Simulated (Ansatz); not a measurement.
GaH+, multiplicity 2 (lowest of 2S+1 = 2, 4 at CCSD(T)/def2-TZVPP on PBE0 minima; our sources give no spin for the ground state, which may be another), most abundant isotopes (1.0078 and 68.9256 u). Constants from fifth-degree fits in 1/R to seven points on the lowest solution found; no spin–orbit coupling, no relativity up to Kr; ω_e x_e and α_e move by some per cent with the fit.

Correlated levels freeze the inner cores; with def2 sets outer-core shells near the valence are correlated too. CBS(a, b) extrapolates the correlation energy as X⁻³ and adds the Hartree–Fock energy of set b.

Codes used: Ansatz (Gaussian basis) for Hartree–Fock, density functionals and correlated methods. 

```tsv
level	r_e (Å)	ω_e (cm⁻¹)	ω_e x_e (cm⁻¹)	α_e (cm⁻¹)
PBE/def2-TZVPP	1.6957	1206.1	107	0.497
CCSD(T)/CBS(def2-TZVPP, def2-QZVPP)	1.6336	1377.5	112	0.502
```

Q: Derive the rotational constants, the centrifugal constant, the fundamental, the zero-point energy and the force constant.

A: 
μ = 0.99330 u.
- PBE/def2-TZVPP: B_e = 16.8576/(μ r_e²) = 5.9025 cm⁻¹; B₀ = B_e − α_e/2 = 5.6539 cm⁻¹; D = 4B_e³/ω_e² = 5.65e-04 cm⁻¹; fundamental ω_e − 2ω_e x_e = 991 cm⁻¹; zero-point energy ω_e/2 − ω_e x_e/4 = 576 cm⁻¹; k = μ(2πcω_e)² = 85.1 N/m
- CCSD(T)/CBS(def2-TZVPP, def2-QZVPP): B_e = 16.8576/(μ r_e²) = 6.3597 cm⁻¹; B₀ = B_e − α_e/2 = 6.1087 cm⁻¹; D = 4B_e³/ω_e² = 5.42e-04 cm⁻¹; fundamental ω_e − 2ω_e x_e = 1153 cm⁻¹; zero-point energy ω_e/2 − ω_e x_e/4 = 661 cm⁻¹; k = μ(2πcω_e)² = 111 N/m

Ansatz is a first-principles code.
